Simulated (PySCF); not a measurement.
Input of a run (PBE0-D3(BJ)/def2-SVP geometry optimisation, gas phase (PySCF 2.14.0)), started from GFN2-xTB:
```
{"job": {"xc": "PBE0", "basis": "def2-SVP", "d3": "d3bj", "grid": 2, "kind": "geom"}, "charge": 0, "multiplicity": 1}
Si    -2.486792     0.720014    -0.401672
C     -1.307742    -0.740977    -0.196249
C     -0.024557    -0.654093    -0.354104
C      1.254292    -0.472246    -0.461168
Si     2.447342    -0.005132     0.926325
Cl     2.039890    -0.683003    -2.024073
H     -3.460718     0.373699    -1.440839
H     -3.183842     0.917841     0.872822
H     -1.733074     1.916435    -0.766862
H     -1.745774    -1.695320     0.067027
H      1.657243     0.168459     2.145346
H      3.425192    -1.084290     1.073558
H      3.114151     1.239100     0.542160
```

Output (energies in Eh, forces in Eh/bohr):
```
step   0  E = -1156.69678144  max force = 0.022496
step   1  E = -1156.69969068  max force = 0.002169
step   2  E = -1156.69975920  max force = 0.001201
step   3  E = -1156.69977141  max force = 0.000513
step   4  E = -1156.69977363  max force = 0.000215
optimisation converged
```

Q: Summarise the run.

A: The energy falls by 1.9 kcal/mol over 5 energy and gradient evaluations, the largest force component goes from 0.0225 to 2.1e-04 Eh/bohr, and the atoms move by 0.043 Å rms after alignment. Among the bonds, Si1–H8, Si1–H9 and Si5–H13 change most and about equally (+0.029 to +0.030 Å). Bonds longer at the end by more than 0.005 Å: 9 of 12; shorter: 3. Among the angles that change most is C3–C4–Si5, from 126.7° to 123.8°. The energy never rose by more than 1e-6 Eh on the way. The first step brought 97 % of the lowering.

Q: What are the final bond lengths?

A: Si1–C2 1.878 Å, C2=C3 1.309 Å, C3=C4 1.311 Å, C4–Si5 1.878 Å, C4–Cl6 1.754 Å, Si1–H7 1.494 Å, Si1–H8 1.495 Å, Si1–H9 1.490 Å, C2–H10 1.100 Å, Si5–H11 1.492 Å, Si5–H12 1.492 Å, Si5–H13 1.492 Å. Numbering counts from 1 in the input's order; the species is `[SiH3]C=C=C([SiH3])Cl`.

The run used 131 basis functions and 36 SCF cycles in all. Hardware: one thread of an Arm Neoverse V2, shared host with 96 logical CPUs at a one-minute load of 47. Cost: 34 s wall, 0.64 GiB resident at most.

Stationary, but not proved a minimum.
